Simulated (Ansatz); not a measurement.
C₂H₅GaO (`[CH2]1O[CH2][GaH]1`). Charge 0, multiplicity 1.

| atom | x (Å) | y (Å) | z (Å) |
| --- | --- | --- | --- |
| C1 | -0.9382 | 0.0948 | 0.7689 |
| O2 | 0.4546 | 0.1246 | 1.0950 |
| C3 | 1.2115 | -0.0191 | -0.1106 |
| Ga4 | -0.4833 | -0.1355 | -1.1638 |
| H5 | -1.4306 | 1.0268 | 1.0713 |
| H6 | -1.4418 | -0.7342 | 1.2802 |
| H7 | 1.8510 | -0.9088 | -0.0669 |
| H8 | 1.8566 | 0.8525 | -0.2735 |
| H9 | -1.0798 | -0.3012 | -2.6006 |

(1) What are the harmonic wavenumbers in cm⁻¹ at PBE0-D4/def2-TZVP (Ansatz, finite differences of forces, unscaled)? (An estimate is asked.)

(2) Is this a minimum?

(3) Give the ideal-gas thermochemistry at 298.15 K and 1 bar (rigid rotor, harmonic oscillator; point group C2v, symmetry number 2).

## Answers

(1) Ansatz gave: 82, 364, 418, 524, 536, 541, 707, 723, 925, 1046, 1167, 1177, 1206, 1207, 1451, 1477, 1965, 3017, 3026, 3064, 3065.

(2) Yes, all 21 modes are real.

(3) Zero-point energy 165.6 kJ/mol; H(298) − E = 181.8 kJ/mol; entropy 303.7 J/(mol·K), of which translation 168.0, rotation 99.8, vibration 35.9; G(298) − E = 91.2 kJ/mol. Modes under 100 cm⁻¹ are hindered rotations or soft bends, so the harmonic entropy is rough.
